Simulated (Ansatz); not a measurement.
HSe, doublet (typed; the unrestricted solution is spin-contaminated), at a GFN2-xTB geometry, with bond 2-1 at 2.2 times its length; B3LYP/cc-pVDZ in Ansatz (an electronic-structure program).

Here is a job for Ansatz.
Ansatz 0.2 input:
```yaml
crystal:
  periodic: [false, false, false]
  atoms:
    - {symbol: Se, position_ang: [-0.00000000, -0.00000000, -0.04130131]}
    - {symbol: H, position_ang: [0.00000000, 0.00000000, 3.13889930]}
basis:
  gaussian:
    orbitals: cc-pVDZ
hamiltonian:
  xc: b3lyp
magnetization: {spin_polarized: true, initial_magnetization: 1}
scf: {lower_state_search: standard}
```

Output, abridged:

```
Functional definition: B3LYP
371 factors; integrals over basis functions are off by at most 2.6e-4 eV
mean field evaluation 1: about -65360.1882 eV, gradient 6.7e0 eV
mean field evaluation 2: about -65354.3120 eV, gradient 1.9e1 eV
mean field evaluation 4: about -65361.2284 eV, gradient 2.1e0 eV
mean field evaluation 8: about -65361.2278 eV, gradient 2.1e0 eV
mean field evaluation 16: about -65361.8324 eV, gradient 4.5e-5 eV
mean field evaluation 32: about -65360.6685 eV, gradient 4.7e0 eV
mean field evaluation 64: about -65361.3148 eV, gradient 3.2e-1 eV
mean field evaluation 96: about -65361.7967 eV, gradient 1.4e-1 eV
mean field -65361.83235642 eV, -2402.0030352570 hartree, gradient 9.6e-6 eV, S^2 1.667664; 10 other end points of the search recorded, 0 dependent functions left out
reference -65361.83254766 eV, -2402.0030422852 hartree; 18, 17 occupied and 14, 15 virtual orbitals, 371 factors
Total energy: -65361.83254766 eV, -2402.0030422852 hartree
```
